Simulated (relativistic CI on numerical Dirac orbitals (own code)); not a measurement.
## Energy levels of Ge IX

These numbers are calculated, not measured: Dirac-Coulomb-Breit CI, KLI orbitals optimised for each configuration, model QED, unscaled Slater integrals (own radial code, finite nucleus).

Configurations in the expansion (outside the closed core [Ne]): 3s2 3p6 3d6, 3s2 3p5 3d7, 3s2 3p6 3d5 4s, 3s2 3p4 3d8, 3s 3p6 3d7, 3s2 3p6 3d5 4p, 3s2 3p6 3d4 4s2, 3s2 3p6 3d5 4d, 3s2 3p6 3d4 4s 4p, 3p6 3d8, 3s2 3p6 3d4 4p2, 3s2 3p6 3d5 5s, 3s2 3p6 3d5 4f, 3s2 3p6 3d5 5p, 3s2 3p6 3d5 5d, 3s 3p5 3d8. Levels of other configurations are missing.

The lowest level is 3s2 3p6 3d6 5D_4, with 99 % of that term; Hund's rules for 3s2 3p6 3d6 give 5D with J = 4, in agreement.

```csv
No.,Configuration,Term,J,E (cm⁻¹),%,Landé g,jj configuration (%)
1,3s2 3p6 3d6,5D,4,0,99,1.498,3d3/2^3 3d5/2^3 (47)
2,3s2 3p6 3d6,5D,3,2517,99,1.499,3d3/2^3 3d5/2^3 (54)
3,3s2 3p6 3d6,5D,2,4048,99,1.499,3d3/2^2 3d5/2^4 (61)
4,3s2 3p6 3d6,5D,1,5030,98,1.499,3d3/2^3 3d5/2^3 (47)
5,3s2 3p6 3d6,5D,0,5501,98,,3d3/2^2 3d5/2^4 (70)
6,3s2 3p6 3d6,3P,2,37651,97,1.495,3d5/2^2 (36)
7,3s2 3p6 3d6,3F,4,43345,64,1.130,3d5/2^2 (61)
8,3s2 3p6 3d6,3H,6,44108,99,1.164,3d3/2^3 3d5/2^3 (71)
9,3s2 3p6 3d6,3P,1,44774,97,1.494,3d3/2 3d5/2^5 (59)
10,3s2 3p6 3d6,3H,5,45033,89,1.050,3d3/2^3 3d5/2^3 (69)
11,3s2 3p6 3d6,3F,3,45889,93,1.063,3d3/2^3 3d5/2^3 (58)
12,3s2 3p6 3d6,3P,0,46590,91,,3d5/2^6 (46)
13,3s2 3p6 3d6,3H,4,46730,73,0.920,3d3/2^2 3d5/2^4 (71)
14,3s2 3p6 3d6,3F,2,46766,98,0.671,3d3/2^2 3d5/2^4 (44)
15,3s2 3p6 3d6,3G,5,53553,89,1.181,3d3/2^2 3d5/2^4 (69)
16,3s2 3p6 3d6,3G,4,55595,88,1.049,3d3/2^2 3d5/2^4 (39)
17,3s2 3p6 3d6,3G,3,56337,93,0.771,3d3/2^2 3d5/2^4 (61)
18,3s2 3p6 3d6,3D,2,64698,91,1.157,3d3/2^2 3d5/2^4 (45)
19,3s2 3p6 3d6,3D,1,65290,99,0.507,3d3/2^2 3d5/2^4 (54)
20,3s2 3p6 3d6,3D,3,65775,98,1.330,3d3/2^3 3d5/2^3 (55)
21,3s2 3p6 3d6,1G,4,66271,93,1.001,3d3/2^2 3d5/2^4 (40)
22,3s2 3p6 3d6,1I,6,67683,99,1.001,3d3/2^2 3d5/2^4 (71)
23,3s2 3p6 3d6,1S,0,71796,92,,3d5/2^6 (33)
24,3s2 3p6 3d6,1D,2,75623,90,1.009,3d3/2 3d5/2^5 (36)
25,3s2 3p6 3d6,1F,3,90590,94,1.003,3d3/2^3 3d5/2^3 (71)
26,3s2 3p6 3d6,3P,0,101567,98,,3d5/2^2 (50)
27,3s2 3p6 3d6,3P,1,103746,99,1.499,3d3/2^3 3d5/2^3 (79)
28,3s2 3p6 3d6,3F,2,106748,99,0.668,3d3/2^2 3d5/2^4 (64)
29,3s2 3p6 3d6,3F,4,106908,98,1.245,3d3/2^2 3d5/2^4 (64)
30,3s2 3p6 3d6,3F,3,107719,95,1.080,3d3/2^3 3d5/2^3 (44)
31,3s2 3p6 3d6,3P,2,108208,98,1.496,3d3/2^2 3d5/2^4 (55)
32,3s2 3p6 3d6,1G,4,121888,98,1.003,3d3/2^2 3d5/2^4 (50)
33,3s2 3p6 3d6,1D,2,161986,99,0.999,3d3/2^2 3d5/2^4 (67)
34,3s2 3p6 3d6,1S,0,205178,99,,3d3/2^2 3d5/2^4 (73)
35,3d5(6S) 4s,7S,3,577303,100,2.000,3d3/2^2 3d5/2^3 4s (43)
36,3d5(6S) 4s,5S,2,597216,99,1.998,3d3/2^2 3d5/2^3 4s (42)
37,3d5(4G) 4s,5G,6,643699,99,1.332,3d3/2^2 3d5/2^3 4s (51)
38,3d5(4G) 4s,5G,2,643779,98,0.337,3d3/2^2 3d5/2^3 4s (39)
39,3d5(4G) 4s,5G,3,643896,99,0.918,3d3/2^2 3d5/2^3 4s (41)
40,3d5(4G) 4s,5G,5,643940,99,1.266,3d3/2^2 3d5/2^3 4s (63)
41,3d5(4G) 4s,5G,4,643976,99,1.150,3d3/2^2 3d5/2^3 4s (51)
42,3d5(4P) 4s,5P,3,652317,76,1.623,3d5/2 4s (38)
43,3d5(4P) 4s,5P,2,652925,78,1.760,3d3/2^3 3d5/2^2 4s (48)
44,3d5(4P) 4s,5P,1,653787,87,2.374,3d3/2^2 3d5/2^3 4s (50)
45,3d5(4G) 4s,3G,3,657014,98,0.756,3d3/2^2 3d5/2^3 4s (39)
```

Energies count from the lowest computed level. Percentages are summed over parent terms; the parents shown are those of the largest component, closed shells are left out there. Filled j subshells are mostly left out of the jj labels.

The mean weight of the leading LS term, summed over parents, in these 45 levels is 94 %, and that of the leading jj configuration (from the same eigenvectors) 54 %, so LS coupling describes them better.

At this charge configurations can still be misplaced by up to about 7 % of their energy. Terms inside the open d or f shell come out 10 to 20 % too wide with unscaled integrals.

Landé's interval rule says that E(J) − E(J−1) = AJ with one A. For the ground term the intervals give A = -471.1, -491.1, -510.4, -629.1 cm⁻¹ for J = 1, 2, 3, 4; the multiplet is inverted.
